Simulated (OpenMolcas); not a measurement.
# Lines of Pb: computed and rescaled rates

```yaml
Program: OpenMolcas 26.06
Method: "SS-RASPT2, IPEA 0.25 Eh, imaginary shift 0.1 Eh (closed shells correlated: 5d 6s)"
Basis: ANO-R3 [9s8p6d3f2g1h]
Scalar_Hamiltonian: X2C, finite nucleus
Active_space: 2 electrons in 9 orbitals (RAS2 6p; RAS3 6d 7s, at most 1 electron)
State_averaging: 2S+1 = 3 even, 3 roots; 2S+1 = 1 even, 6 roots; 2S+1 = 3 odd, 10 roots; 2S+1 = 1 odd, 8 roots
Spin-orbit_coupling: state interaction with AMFI integrals over the reference wave functions, term energies averaged over their components
```

Rates come from the transition moments of the reference wave functions (E1 and E2 in the length form). At fixed line strength A goes as λ^-3 for E1 and M1 and as λ^-5 for E2, so a rate at the computed wavelength can be rescaled to the measured one. Measured vacuum wavelengths follow from level energies in NIST Handbook of Basic Atomic Spectroscopic Data. Branching counts decays inside the model space alone, at computed energies, and the table is only a selection of the E2 and M1 lines, drawn from those between levels with measured partners whose computed energy lies within a factor of 1.5 of the measured one.

| Upper | Lower | Type | λ computed (nm) | λ measured (nm) | A computed (s-1) | A rescaled (s-1) | Branching % |
| --- | --- | --- | --- | --- | --- | --- | --- |
| 6s² 6p² ¹S₀ | 6s² 6p² ³P₁ | M1 | 427.4 | 461.9 | 6.97e+01 |  | 74.9 |
| 6s² 6p² ¹S₀ | 6s² 6p² ³P₂ [66 %] | E2 | 496.3 | 531.4 | 1.99e+01 |  | 21.3 |
| 6s² 6p² ¹D₂ [66 %] | 6s² 6p² ³P₁ | M1 | 789.9 | 733.2 | 9.23e+00 |  | 52.6 |
| 6s² 6p² ¹D₂ [66 %] | 6s² 6p² ³P₂ [66 %] | M1 | 1062 | 925.3 | 7.56e+00 |  | 43.0 |
| 6s² 6p² ³P₁ | 6s² 6p² ³P₀ | M1 | 1619 | 1279 | 3.83e+00 | 7.77e+00 | 100.0 |
| 6s² 6p² ¹S₀ | 6s² 6p² ¹D₂ [66 %] | E2 | 931.3 | 1249 | 3.46e+00 | 7.97e-01 | 3.7 |
| 6s² 6p² ¹D₂ [66 %] | 6s² 6p² ³P₂ [66 %] | E2 | 1062 | 925.3 | 4.11e-01 |  | 2.3 |
| 6s² 6p² ¹D₂ [66 %] | 6s² 6p² ³P₁ | E2 | 789.9 | 733.2 | 3.63e-01 |  | 2.1 |
| 6s² 6p² ³P₂ [66 %] | 6s² 6p² ³P₁ | M1 | 3080 | 3532 | 3.08e-01 | 2.04e-01 | 67.5 |
| 6s² 6p² ³P₂ [66 %] | 6s² 6p² ³P₀ | E2 | 1061 | 938.9 | 1.48e-01 | 2.73e-01 | 32.3 |

Spin-changing lines and M1 lines between different terms are not rescaled, since their strength hangs on the term gaps too.

The largest correction is for 6s² 6p² ¹S₀ → 6s² 6p² ¹D₂ [66 %] (E2): 3.46e+00 × (931.3 / 1249)^5 = 7.97e-01 s-1, a factor of 0.23.

No measured rate stands beside these. Rescaling mends the energy factor alone: line strengths can still be far off where a level mixes with configurations outside the active space, and weak or spin-changing lines hang on small mixing coefficients that depend on the term gaps too, so rescaling need not improve them.

Term energies are means over components that CASPT2 splits; among the terms shown or strongly mixed into the levels shown the widest spread is 34 cm-1 (6s² 6p² ¹D). Spin-orbit splittings of 6p shells tend to come out small when the coupling is added on scalar orbitals. With the s shell closed, the reference lacks s² → p² mixing. Some terms miss by over 15 % even with CASPT2, which points to a basis or an active space too small for the shells correlated. Computed and measured levels are paired by configuration, term and J; levels that our copy of the source lacks, or whose pairing is in doubt (as where it misses far off the trend of its configuration), stay unpaired. Where the source uses jj or jK labels, the order within each J decides. Levels of configurations outside the active space are missing.

A share in square brackets marks a mixed level and gives the weight of the term that names it.
